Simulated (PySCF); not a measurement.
WO2F, SMILES [O]=[W+](=[O])[F], charge +1, multiplicity 1.

Coordinates come from a r2SCAN-D4/def2-TZVP optimisation. The multiplicity is an assumed one; other spin states were not compared. The isomer is the one that the SMILES or the coordinates give; other isomers of the formula were not compared. The def2 effective core potentials stand for the cores of W; spin–orbit coupling is left out.

All values below come from ωB97X/def2-TZVPD in PySCF.

Symmetry labels are those of the subgroup Cs that the program uses (full group Cs).

Computed valence orbital energies around the gap with their symmetry:
```csv
orbital,symmetry,energy (eV)
HOMO−7,A",-22.90
HOMO−6,A',-22.68
HOMO−5,A',-22.00
HOMO−4,A",-21.48
HOMO−3,A",-20.14
HOMO−2,A',-20.07
HOMO−1,A',-19.83
HOMO,A",-18.53
LUMO,A',-9.10
LUMO+1,A',-7.41
LUMO+2,A",-6.82
LUMO+3,A',-5.27
```
